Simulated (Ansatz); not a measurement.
`C[SiH]1PS1`. The species carries charge 0 and has multiplicity 1. Geometry: relaxed with PBE0-D4/def2-TZVP.

```xyz
9

C     0.282   -0.941   -0.857
Si    0.100    0.769   -0.154
P    -1.175    1.191    1.602
S     1.004    1.205    1.696
H     1.246   -1.043   -1.361
H     0.224   -1.684   -0.059
H    -0.507   -1.141   -1.586
H     0.190    1.838   -1.174
H    -1.365   -0.194    1.894
```

What is the dipole moment at ωB97M-V/def2-TZVPP? (Best estimate.)

The calculation gave: 2.61 D, with components (-0.48, -1.65, -1.97) D in this frame, pointing from negative to positive charge.

And with PBE, r2SCAN, B3LYP? (Best estimate.)

Ansatz gave: PBE 2.51 D, r2SCAN 2.64 D, B3LYP 2.58 D.

Give the Mulliken charges with ωB97M-V, B3LYP, PBE in def2-TZVPP. (Best estimate.)

Ansatz gave: 
| atom | ωB97M-V | B3LYP | PBE |
| --- | --- | --- | --- |
| C1 | -0.41 | -0.36 | -0.35 |
| Si2 | 0.31 | 0.38 | 0.31 |
| P3 | -0.06 | -0.03 | -0.05 |
| S4 | -0.24 | -0.28 | -0.24 |
| H5 | 0.13 | 0.11 | 0.12 |
| H6 | 0.13 | 0.12 | 0.12 |
| H7 | 0.12 | 0.11 | 0.11 |
| H8 | -0.02 | -0.06 | -0.05 |
| H9 | 0.05 | 0.02 | 0.04 |

B3LYP here is the variant with VWN-RPA as its local correlation; programs differ in this.
